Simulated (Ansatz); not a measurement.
C₄H₅Si, SMILES [C]1=C[SiH2]C=C1, multiplicity 2.

The structure is a stationary point at B3LYP-D3(BJ)/def2-SVP. The isomer is the one that the SMILES or the coordinates give; other isomers of the formula were not compared.

Two levels are set side by side: PBE/def2-SVPD (Ansatz, a first-principles code) and CAM-B3LYP/def2-SVPD (Ansatz). Energy differences of separate SCF runs at the same geometry; the states with an electron removed or added have multiplicity 1 and 1. Differences are taken from unrounded values.

```
quantity                         CAM-B3LYP
-------------------------------  ---------
vertical ionisation energy (eV)       8.85
vertical electron affinity (eV)       0.63
```

Task: What does PBE give, and how far is it from CAM-B3LYP? (The exact figures need the calculation; the answer reports its results.)

Result: 
| quantity | PBE | PBE minus CAM-B3LYP |
|---|---|---|
| vertical ionisation energy (eV) | 8.50 | -0.35 |
| vertical electron affinity (eV) | 0.70 | 0.07 |
